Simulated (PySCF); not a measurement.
# Electronic absorption of C6H12N2

Species: C6H12N2.
SMILES: `[C@H]12CNC[C@H]1C[C@H]2N`

Computed, not measured: TDDFT PBE0/def2-SVPD, vertical, gas phase, core orbitals frozen in the response in PySCF 2.14.0, density-fitted response routines. Isolated species at its GFN2-xTB geometry (one conformer only).

**Question.** List the vertical singlet excitations with oscillator strengths and describe the spectrum.

**Answer.** 

```csv
state,E (eV),λ (nm),ν̃ (cm⁻¹),f,"main configurations (H = HOMO, L = LUMO)"
S1,5.80,213.6,46820,0.0064,H→L (93%)
S2,6.28,197.3,50690,0.023,"H-1→L (56%), H→L+1 (35%)"
S3,6.50,190.7,52430,0.0026,"H→L+1 (61%), H-1→L (32%)"
S4,6.55,189.4,52790,0.012,"H→L+2 (71%), H→L+3 (20%)"
S5,6.73,184.3,54250,0.0052,"H→L+3 (72%), H→L+2 (22%)"
S6,7.14,173.7,57560,0.019,"H-1→L+1 (65%), H→L+4 (10%), H-1→L+2 (10%)"
```

Triplets, Tamm–Dancoff:

| state | E (eV) | λ (nm) | main configurations (H = HOMO, L = LUMO) |
| --- | --- | --- | --- |
| T1 | 5.67 | 218.6 | H→L (82%), H-1→L (12%) |
| T2 | 6.09 | 203.7 | H-1→L (55%), H→L+1 (25%), H→L (10%) |

The lowest singlet comes at 214 nm (560 kJ/mol) in the ultraviolet; it is weak; its leading configuration is HOMO→LUMO (93%). The most intense listed level is S2 at 6.28 eV (197 nm, f = 0.023), 0.48 eV above S1. Löwdin shares by element: HOMO nitrogen 63%, carbon 13% or more (atoms not listed hold the other 24%); LUMO hydrogen 34% or more, carbon 13% or more (atoms not listed hold the other 54%). Of the 6 states listed, 3 reach f = 0.01 and none stays under 0.0005. Orbital energies (eV): HOMO-3 -8.70, HOMO-2 -8.29, HOMO-1 -7.06, HOMO -6.25, LUMO 0.56, LUMO+1 1.16, LUMO+2 1.37. The oscillator strengths of these states sum to 0.068; summed over the whole spectrum of an exact calculation they would give the number of electrons, 62 (Thomas–Reiche–Kuhn). Only the lowest 6 singlets were computed, as vertical energies without vibronic structure.

The run took 1.9 min wall (with the writing of density and orbital grids) on Arm Neoverse N1, one thread (shared host), and the process peaked at 1.1 GiB of memory.

Without π bonds the low states are Rydberg-like; a valence basis with one diffuse set may place them up to an eV too high.
